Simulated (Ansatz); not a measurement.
C2H4OSi (`C=C1O[SiH2]1`), 8 atoms. Charge 0, multiplicity 1. All runs use 2 threads of an Arm Neoverse V1 on a shared host. Correlated methods freeze the cores.

(1) Give the basis size and wall time and peak host memory of each of these runs in Ansatz. RKS BHLYP-D4/def2-TZVPP energy; RKS PBE0-D4/def2-QZVPP energy; RKS ωB97M-V/def2-QZVPP energy; RKS PBE0-D4/def2-SVP energy; RKS LC-ωPBE/def2-TZVPP energy; RKS ωB97M-V/def2-SVP energy; RKS r2SCAN-D4/def2-TZVPP energy and forces; RKS PBE0-D4/def2-TZVP relaxation (8 steps); RKS PBE0-D4/def2-TZVP frequencies; RHF-CCSD(T)/def2-SVP energy; direct RPA on PBE orbitals/def2-TZVPP energy; RHF-CCSD(T)/def2-TZVPP energy. (An estimate is asked.)

Results:

(1) The calculation gave: Other jobs shared the machine, so times are rough.

```json
{"level": "RKS PBE0-D4/def2-SVP", "job": "energy", "functions": "80", "wall time": "0.9 s", "peak host memory (GiB)": "0.39"}
{"level": "RHF-CCSD(T)/def2-SVP", "job": "energy", "functions": "80", "wall time": "2.2 s", "peak host memory (GiB)": "0.39"}
{"level": "RKS LC-ωPBE/def2-TZVPP", "job": "energy", "functions": "191", "wall time": "2.5 s", "peak host memory (GiB)": "0.39"}
{"level": "RKS BHLYP-D4/def2-TZVPP", "job": "energy", "functions": "191", "wall time": "2.7 s", "peak host memory (GiB)": "0.39"}
{"level": "RKS ωB97M-V/def2-SVP", "job": "energy", "functions": "80", "wall time": "4 s", "peak host memory (GiB)": "0.39"}
{"level": "direct RPA on PBE orbitals/def2-TZVPP", "job": "energy", "functions": "191", "wall time": "4.2 s", "peak host memory (GiB)": "0.39"}
{"level": "RKS r2SCAN-D4/def2-TZVPP", "job": "energy and forces", "functions": "191", "wall time": "4.5 s", "peak host memory (GiB)": "0.21"}
{"level": "RKS PBE0-D4/def2-QZVPP", "job": "energy", "functions": "361", "wall time": "6.5 s", "peak host memory (GiB)": "0.86"}
{"level": "RKS ωB97M-V/def2-QZVPP", "job": "energy", "functions": "361", "wall time": "16 s", "peak host memory (GiB)": "1.1"}
{"level": "RKS PBE0-D4/def2-TZVP", "job": "relaxation (8 steps)", "functions": "154", "wall time": "25 s", "peak host memory (GiB)": "0.29"}
{"level": "RHF-CCSD(T)/def2-TZVPP", "job": "energy", "functions": "191", "wall time": "48 s", "peak host memory (GiB)": "2.1"}
{"level": "RKS PBE0-D4/def2-TZVP", "job": "frequencies", "functions": "154", "wall time": "96 s", "peak host memory (GiB)": "0.39"}
```

LC-ωPBE has ω = 0.4 bohr⁻¹.
